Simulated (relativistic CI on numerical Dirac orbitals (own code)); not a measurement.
# Hyperfine structure of Tl²⁷⁺, mass number 203

Computed by Dirac-Coulomb-Breit CI, KLI orbitals optimised for each configuration, a model potential for QED, unscaled Slater integrals (own radial code, finite nucleus).

Configuration list (outside the closed core [Ar] 3d10 4p6 4d10): 4s2.4f8, 4s2.4f7.5s, 4s2.4f6.5s2, 4s.4f9, 4f10. Levels of other configurations are missing.

Nuclear spin I = 1/2, μ = 1.616 μN (tables of Stone and Pyykkö). The electronic factors are computed for point nuclear moments, without core polarisation or the Bohr-Weisskopf and QED corrections.

| Level | E (cm⁻¹) | A (MHz) |
| --- | --- | --- |
| 4s2.4f8 7F_6 | 0.0 | 7590 |
| 4s2.4f8 7F_5 | 20642.2 | 6127 |
| 4s2.4f8 7F_3 | 31311.5 | 6538 |
| 4s2.4f8 7F_2 | 32570.5 | 7113 |
| 4s2.4f8 7F_1 | 40033.8 | 6735 |
| 4s2.4f8 5L_10 | 69154.6 | 11670 |

Levels with J = 0, under 50 % of one LS term, or S terms without an open s electron are left out. Small factors come from cancelling terms and can be off by tens of per cent or more.

At this charge energies of transitions that change n are usually good to better than 1 %, and those within a shell (Δn = 0) to a few per cent. Terms inside the open d or f shell come out 10 to 20 % too wide with unscaled integrals.

**Question.** Give the hyperfine levels of 4s2.4f8 7F_6 relative to its centre of gravity.

**Answer.** With K = F(F + 1) − I(I + 1) − J(J + 1), E = AK/2: F = 11/2: -26570, F = 13/2: 22770 MHz.

LS names give the leading component of a level, which can be under half, so a name can repeat, a term be missing and a line seem to break the LS rules.
